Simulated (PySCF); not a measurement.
## Radial density of S (sulfur, neutral)

LDA, [Ne] 3s2 3p4, high-spin 3P determinant. All numbers are calculated (PySCF 2.14, the non-relativistic Hamiltonian (point nucleus), in 6-31G* (4s3p1d, 18 functions)).

```
r (bohr)  4πr²ρ (e/bohr)  4πr²(ρα − ρβ)
 0.00182          0.1028         0.0000
 0.00306          0.2837         0.0000
 0.00515          0.7561         0.0000
 0.00866           1.902         0.0001
  0.0146           4.469         0.0003
  0.0245           9.204         0.0011
  0.0412           15.41         0.0046
  0.0693           18.30         0.0199
   0.117           14.15         0.0753
   0.196           12.65         0.1843
   0.330           17.64         0.1918
   0.555           10.68         0.0041
   0.933           2.997         0.4250
    1.57           3.546         1.1264
    2.64           1.437         0.5232
    4.44          0.1202         0.0454
    7.47       0.0001710         0.0001
```
